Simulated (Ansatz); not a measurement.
ClFH₂O₂Si (`O[Si](O)(F)Cl`). Charge 0, multiplicity 1. The structure was optimised at the PBE0-D4/def2-TZVP level. It is one conformer, not always the lowest.

```xyz
7

O     0.722    0.350    1.097
Si   -0.265    0.076   -0.158
O     0.454   -0.950   -1.171
F    -1.638   -0.506    0.377
Cl   -0.732    1.759   -1.180
H     0.404    0.869    1.837
H     1.055   -1.599   -0.801
```

(1) What is the dipole moment at ωB97M-V/def2-TZVPP? (Estimate.)

(2) And with PBE, r2SCAN, B3LYP? (Best estimate.)

(3) Give the Mulliken charges with ωB97M-V, B3LYP, r2SCAN in def2-TZVPP. (Best estimate.)

Answers

(1) Computed: 2.16 D, with components (1.18, -0.35, 1.78) D in this frame, pointing from negative to positive charge.

(2) The calculation gave: PBE 2.12 D, r2SCAN 2.18 D, B3LYP 2.15 D.

(3) Ansatz gave: 
| atom | ωB97M-V | B3LYP | r2SCAN |
| --- | --- | --- | --- |
| O1 | -0.36 | -0.37 | -0.39 |
| Si2 | 0.81 | 0.86 | 0.87 |
| O3 | -0.35 | -0.37 | -0.39 |
| F4 | -0.29 | -0.30 | -0.29 |
| Cl5 | -0.19 | -0.23 | -0.23 |
| H6 | 0.19 | 0.20 | 0.21 |
| H7 | 0.19 | 0.20 | 0.22 |

B3LYP here is the variant with VWN-RPA as its local correlation; programs differ in this.
